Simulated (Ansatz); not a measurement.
Species: fluorine atom, F, net charge 0, doublet state.

Wanted: electron affinity to the singlet, in eV. Terms: non-relativistic; each state is the SCF solution reached for its charge and spin; UHF or UKS for open shells; 6-31G* and kin with 6d, 5d where marked; no spin-orbit coupling. Anions need diffuse functions, which STO-3G, LANL2DZ, def2-SVP, cc-pVDZ and Pople sets without + lack.

```tsv
species	coefficient	E at HF/6-31G* (Ansatz), Eh	E at B3LYP/def2-TZVPD (Ansatz), Eh
charge -1, singlet	-1	-99.35048	-99.90098
charge 0, doublet	+1	-99.36496	-99.77110
```

Measured values: pymatgen's periodic table; they hold spin-orbit and core effects.  Value to compare with, the measured value: 3.40 eV. 1 Eh = 27.2114 eV.

Task: Work the quantity out at each level, and compare with the measured value.

Result: 
- HF/6-31G*: the sum of coefficient times E is -0.01448 Eh, or -0.394 eV. Result: -0.39 eV. Its error against the measured value is -3.79 eV.
- B3LYP/def2-TZVPD: the sum of coefficient times E is 0.12988 Eh, or 3.534 eV. Result: 3.53 eV. Its error against the measured value is 0.13 eV.

Ansatz is an electronic-structure program.
